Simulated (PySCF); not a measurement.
# What a mistake does to a calculation on ClGeH2 anion

Calculated results; nothing here was measured. They come from PySCF 2.14.0, an open-source quantum chemistry program, on an isolated molecule that a program drew, which may never have been made. The molecule is ClGeH2 anion (charge -1, singlet), drawn as the SMILES string `[Cl][GeH2-]`.

Each row is a Hartree-Fock (HF) and frozen-core CCSD(T) single point in the aug-cc-pV(D+d)Z basis, meant for a local HF minimum. Run 1 is clean. Each other run has one planted mistake out of seven kinds, and not every kind appears here: one electron removed, one electron added, multiplicity raised by two, geometry at a saddle point, minimal basis STO-3G, one bond length entered in bohr, all coordinates scaled. The reference is restricted for singlets and unrestricted otherwise, and also for a bond in bohr. Adding or removing an electron swaps singlet and doublet. Electrons count all cores. HOMO and LUMO are orbital energies over both spins, the gradient is its largest component, and the lowest frequency (negative if imaginary) is given only where the gradient is small. Bond lengths are over the 3 bonds as drawn. T1 is the CCSD diagnostic: over 0.02 (restricted) or 0.045 (unrestricted) a single reference is doubtful. Germanium has the aug-cc-pVDZ-PP basis, with a core potential (ECP10MDF) in place of its 10 inner electrons, and its 3s, 3p and 3d shells are frozen in CCSD(T).

Geometry of the clean run:
```xyz
4
ClGeH2 anion, angstrom
Cl   -0.0870   -2.5876    3.6115
Ge   -0.8812   -0.5157    2.6143
H    -1.1370    0.1965    4.0258
H     0.5880    0.1018    2.4551
```

| run | electrons | basis functions | <S^2> | HOMO (eV) | LUMO (eV) | gradient (hartree/bohr) | lowest frequency (cm^-1) | mean bond (Å) | longest bond (Å) | T1 | HF (hartree) | CCSD(T) (hartree) | mistake |
|---|---|---|---|---|---|---|---|---|---|---|---|---|---|
| 1 | 52 | 82 | 0.000 | -3.14 | 4.17 | 9.3e-06 | 248 | 1.8786 | 2.433 | 0.0122 | -754.10645 | -754.41280 | no fault |
| 2 | 52 | 82 | 0.000 | -2.92 | 4.22 | 1.3e-02 | - | 1.8241 | 2.362 | 0.0117 | -754.10474 | -754.41029 | all coordinates scaled |
| 3 | 52 | 82 | 2.008 | -0.05 | 3.61 | 3.7e-02 | - | 1.8786 | 2.433 | 0.0251 | -754.01469 | -754.30940 | multiplicity raised by two |
| 4 | 52 | 82 | 0.113 | -4.41 | 2.87 | 4.2e-03 | - | 2.6001 | 4.597 | 0.0403 | -754.06436 | -754.36223 | ? |

**Which mistake was planted in run 4, and what did it cost?**

The mean bond changes by a factor of 1.384 and the longest by 1.889, so the molecule wasn't scaled as a whole. A length L in bohr read as angstrom grows by (1/0.5292 - 1) L = 0.890 L. The 3 bonds together grew by 3 x 0.7215 = 2.164 Å, which gives L = 2.433 Å. That is bond Cl1-Ge2, 2.433 Å in the clean geometry. So the mistake is: one bond length entered in bohr. Subtracting run 1 and multiplying by 627.51 kcal/mol a hartree, the energy moved by 26.4 kcal/mol in HF and 31.7 kcal/mol in CCSD(T).

